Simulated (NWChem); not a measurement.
System: GaCl, singlet; SMILES [Cl][Ga]

```xyz
2

Ga     0.0000     0.0000    -0.8109
Cl     0.0000     0.0000     1.4436
```
Atoms are numbered in this order, from 1.

Level: B3LYP/6-31G* (spherical d) (NWChem), optimised geometry, unscaled harmonic frequencies. Low-valent species are run as closed-shell singlets; no triplet was tried in these runs. B3LYP is NWChem's, with the RPA form of VWN correlation.

```tsv
frequency (cm⁻¹)	IR intensity (km/mol)
348	90.9
```

```yaml
zero_point_energy: 0.5 kcal/mol
thermal correction to the enthalpy at 298.15 K (with zero-point energy): 2.8 kcal/mol
heat capacity Cv: 6.5 cal/(mol K)
entropy at 298.15 K and 1 atm (symmetry number 1): 57.4 cal/(mol K)
dipole_moment: 2.62 D
```

Rigid rotor and harmonic oscillator.
